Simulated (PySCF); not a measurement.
## How the method changes the constants of NaBi

State: ³Σ⁻ (triplet), unpaired electrons π ↑↑. Set-up: Na aug-cc-pVDZ, Bi aug-cc-pVDZ-PP with ECP60; scalar-relativistic core potentials (PySCF 2.14). De refers to Na + Bi in their high-spin ground configurations, without counterpoise correction. The functionals are run spin-unrestricted. A positive dipole means Na(−)Bi(+).

```tsv
Level	Re (Å)	ωe (cm⁻¹)	De (eV)	μ (D)
ROHF	3.023	194	0.092	-7.83
ROHF-MP2	3.033	189	0.78	n/a
ROHF-SCS-MP2	3.041	186	0.77	n/a
ROHF-CCSD	3.060	179	0.84	n/a
ROHF-CCSD(T)	3.068	176	0.89	n/a
PBE	3.010	181	1.22	-5.60
r²SCAN	3.013	182	1.12	-6.26
TPSSh	3.013	184	1.23	-6.35
PBE0	2.993	187	1.11	-6.25
M06-2X	2.965	190	1.03	-5.81
B2PLYP	3.000	190	1.10	-6.48
```

The bond length runs from 2.965 Å (M06-2X) to 3.068 Å (ROHF-CCSD(T)). De spans 0.09 eV (ROHF, mean field) to 1.23 eV (TPSSh, hybrid meta-GGA). Correlation at CCSD(T) changes the Hartree–Fock bond energy by +0.80 eV; the triples alone change it by +0.05 eV.

Correlated steps freeze 5 core orbitals. Correlated levels converge slowly with the basis: in double zeta they bind strong bonds too weakly, by up to about 1 eV, and carry superposition errors of some tenths. Spin–orbit coupling is left out, which matters for elements this heavy, above all for dissociation energies. B2PLYP dipoles, levels and charges come from its SCF part alone. The state is the lowest determinant that a PBE0 search found; another state may lie lower at other levels.

The whole job (state search and all levels along the bond) took about 4.1 min on 1 thread of Oxide Virtual Turin-like (shared host), peak memory 0.83 GiB.
